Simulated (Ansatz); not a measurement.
Computed with Ansatz on PBE0-D4/def2-TZVP structures; ΔE is electronic, products minus reactants. CCSD(T)/CBS adds triple-zeta CCSD(T) − MP2 to the extrapolated MP2 energy (def2 sets, frozen cores). This one scheme is used for every species. DFT in def2-TZVPP. Each species was taken in one conformer, which may not be the lowest.

`N[SiH](F)[SiH2]O` + H₂S → `O[SiH2][SiH](F)S` + NH₃  (ligand exchange at the Si–N bond)

| level | ΔE (kJ/mol) |
| --- | --- |
| PBE-D4 | -8.5 |
| PBE0-D4 | -5.9 |
| r2SCAN | -3.2 |
| MP2/def2-TZVPP | 0.2 |
| CCSD/def2-TZVPP | 5.4 |
| CCSD(T)/def2-TZVPP | 2.9 |
| SCS-MP2/def2-QZVPP | 2.2 |
| MP2/CBS(def2) | -3.2 |

(1) What does CCSD(T)/CBS give? (An estimate is asked.)

Largest T1 diagnostic among the species: 0.012.

## Answers

(1) Ansatz gave: -0.5 kJ/mol. The listed levels differ from it by -8.0, -5.4, -2.7, 0.7, 5.9, 3.4, 2.7, -2.7 kJ/mol.

In def2-TZVPP, CCSD(T) changes the Hartree–Fock value by −8.3 kJ/mol (the triples alone add −2.5 kJ/mol) and MP2 by −11.0 kJ/mol. The D4 term adds −3.3 kJ/mol with B3LYP and −1.8 kJ/mol with PBE0; it sums over pairs of atoms, weighted by their polarisabilities, and B3LYP, whose exchange is more repulsive, gets the larger term.

B3LYP here is the variant with VWN-RPA as its local correlation; programs differ in this.
